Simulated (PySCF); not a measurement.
C4H4OSe, SMILES C=C1C[Se]C1=O.

Geometry optimised at PBE0-D3(BJ)/def2-SVP. The structure was generated by enumeration, and PubChem lists no compound with its InChIKey, so it may never have been made.

Computed with PySCF with CAM-B3LYP/def2-TZVP.

Symmetry labels are those of the subgroup Cs that the program uses (full group Cs).

Computed valence orbital energies around the gap with their symmetry:
```json
[
 {"orbital": "HOMO−7", "symmetry": "A\"", "energy (eV)": "-14.69"},
 {"orbital": "HOMO−6", "symmetry": "A'", "energy (eV)": "-13.35"},
 {"orbital": "HOMO−5", "symmetry": "A\"", "energy (eV)": "-13.20"},
 {"orbital": "HOMO−4", "symmetry": "A'", "energy (eV)": "-12.35"},
 {"orbital": "HOMO−3", "symmetry": "A'", "energy (eV)": "-10.94"},
 {"orbital": "HOMO−2", "symmetry": "A\"", "energy (eV)": "-9.73"},
 {"orbital": "HOMO−1", "symmetry": "A'", "energy (eV)": "-8.78"},
 {"orbital": "HOMO", "symmetry": "A\"", "energy (eV)": "-8.33"},
 {"orbital": "LUMO", "symmetry": "A\"", "energy (eV)": "-0.96"},
 {"orbital": "LUMO+1", "symmetry": "A'", "energy (eV)": "0.20"},
 {"orbital": "LUMO+2", "symmetry": "A'", "energy (eV)": "2.06"},
 {"orbital": "LUMO+3", "symmetry": "A'", "energy (eV)": "2.42"}
]
```
